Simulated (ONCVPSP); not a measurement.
## Plane-wave convergence, ONCV potential for tellurium

ONCVPSP 4.0.1 input, shortened (lines: element, Z, core and valence counts, functional; n l f; lmax; l rc ep ncon nbas qcut; lloc lpopt rc5 dvloc0; l nproj debl; icmod fcfact rcfact), LDA (Perdew-Zunger), scalar-relativistic:

```
  Te 52.00    9    2        3      upf
    1    0    2.00
    2    0    2.00
    2    1    6.00
    3    0    2.00
    3    1    6.00
    3    2   10.00
    4    0    2.00
    4    1    6.00
    4    2   10.00
    5    0    2.00
    5    1    3.75
    1
    0    1.70    0.00    4    9    3.00
    1    2.00    0.00    3    6    3.60
    4    5    1.50    2.00
    0    1    3.00
    1    1    3.20
    0    0.00    0.00
```

Question: For each optimised wave give the share of its norm inside rc, the residual kinetic energy above qcut (Ha) and the cutoffs (Ha) for errors of 10, 1, 0.1 and 0.01 mHa per electron.

Answer:

```json
{"wave": "5s", "norm inside rc": "0.321", "residual KE": "1.9e-02", "10 mHa": "5.6", "1 mHa": "35.0", "0.1 mHa": "75.6", "0.01 mHa": "86.4"}
{"wave": "5p", "norm inside rc": "0.283", "residual KE": "1.4e-03", "10 mHa": "2.3", "1 mHa": "7.2", "0.1 mHa": "24.6", "0.01 mHa": "40.0"}
```

The occupied waves need 35 Ha and 76 Ha for 1 and 0.1 mHa. Note: ghosts flagged at negative energy: s at -24.3 eV; no localised positive-energy state flagged. A true bound ghost makes a file unfit for plane-wave use. 1 of 4 tests not solved or not reliable.
